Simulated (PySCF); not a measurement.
# Relaxation of doublet IO2

All numbers come from UB3LYP in PySCF with I def2-TZVP with ECP28, O def2-TZVP; scalar-relativistic core potentials, no spin–orbit coupling; density-fitted integrals. A (50,194) grid was used.

A start displaced from a saddle point along its imaginary mode, of C2v symmetry, held to at least that symmetry:

```xyz
3
charge 0 multiplicity 2, angstrom
I     0.0149    0.0263    0.0000
O    -0.0592   -0.1044    1.9681
O    -0.0592   -0.1044   -1.9681
```

Problem. What forces act on the atoms at the start (eV/Å)?

Solution. 
| atom | Fx | Fy | Fz |
| --- | --- | --- | --- |
| I1 | 0.18 | 0.32 | -0.02 |
| O2 | -0.09 | -0.16 | -0.26 |
| O3 | -0.09 | -0.16 | 0.29 |

Problem. What does it relax to?

Solution. It ends at C2v with I–O 1.810 Å (×2); O–I–O 110.0° (after a last refinement on a finer grid). A frequency run shows a minimum.

Problem. How much energy is released, and in how many steps?

Solution. 164.2 kJ/mol in 8 steps.

No spin–orbit coupling is included, which matters more the heavier the element.
